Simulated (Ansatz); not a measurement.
Total energies of cis-Cu(H2O)2Cl2 (CuCl₂O₂H₄) from Ansatz at PBE0-D4/def2-TZVP, gas phase (1 Eh = 27.2114 eV = 2625.5 kJ/mol). The reference geometry is relaxed at PBE-D4/def2-SVP.

```json
{"state": "charge 0 doublet", "geometry": "reference", "energy (Eh)": "-2713.27298"}
{"state": "charge 1 singlet", "geometry": "reference", "energy (Eh)": "-2712.90258"}
{"state": "free Cu atom (doublet)", "geometry": "–", "energy (Eh)": "-1640.24417"}
{"state": "free O atom (triplet)", "geometry": "–", "energy (Eh)": "-75.01860"}
{"state": "free H atom (doublet)", "geometry": "–", "energy (Eh)": "-0.50104"}
{"state": "free Cl atom (doublet)", "geometry": "–", "energy (Eh)": "-459.99739"}
```

Task: Work out the vertical ionisation energy to the singlet.

Result: E(charge 1 singlet) − E(charge 0 doublet) = -2712.90258 − (-2713.27298) = 0.37040 Eh = 10.08 eV. For comparison, −ε of the highest occupied level of the spin that leaves is 8.01 eV at this level, 2.07 eV less.

Task: What is the binding energy per atom against free atoms?

Result: Atoms: 1 × (-1640.24417) + 2 × (-75.01860) + 4 × (-0.50104) + 2 × (-459.99739) = -2712.28031 Eh. Binding: -2712.28031 − (-2713.27298) = 0.99267 Eh = 27.01 eV, or 3.00 eV for each of 9 atoms (no zero-point energy, no counterpoise term).

A triplet lies near this restricted singlet, and broken spin symmetry wasn't tried.
